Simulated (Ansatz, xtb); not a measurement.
Breaking the Se1–Se2 bond in Se2 (multiplicity 3 held). Energies count from the point at 2.188 Å.


Restricted levels (R-, RO-) in cc, def2 and unpolarised 6-31G sets keep to the state of the molecule at rest. Unrestricted levels (U-) break spin symmetry where that is lower. Active spaces are followed from rest. Curves can end on different states.

Frozen-core correlation. Filled d and f shells under p-block atoms count as core.

Run with Ansatz (Gaussian basis) for Hartree–Fock, density functionals and correlated methods; xtb for the GFN methods. Values without a source in brackets are computed. The GFN methods have no spin term and hold the electronic entropy of 300 K.

Energies in kcal/mol.

```
R (Å)  GFN2-xTB  U-PBE/cc-pVTZ  RO-r2SCAN/cc-pVTZ  FIC-MRCISD+Q on CASSCF(12,8)/cc-pVTZ
-----  --------  -------------  -----------------  ------------------------------------
1.751      93.9           97.5               92.7                                 100.9
1.969      12.4           17.4               14.9                                  18.0
2.188       0.0            0.0                0.0                                   0.0
2.407       8.7            7.9               10.2                                   7.8
2.626      23.4           24.7               28.9                                  23.9
2.954      45.3           51.8               58.4                                  48.4
3.282      62.1           74.5               83.0                                  65.9
3.829      76.9           93.0              110.3                                  73.5
4.376      80.8           99.3              124.8                                  74.6
5.033      81.5          102.3              132.9                                  74.8
5.908      81.7          103.1              136.7                                  74.9
7.002      81.8          103.4              137.9                                  75.0
8.753      81.9          103.4              138.1                                  75.1
```

Doubts at one or more of the structures used: a spin-contaminated determinant (U-PBE/cc-pVTZ); a restricted determinant that unrestricted orbitals would lower (RO-r2SCAN/cc-pVTZ).

Ansatz is an electronic-structure program.
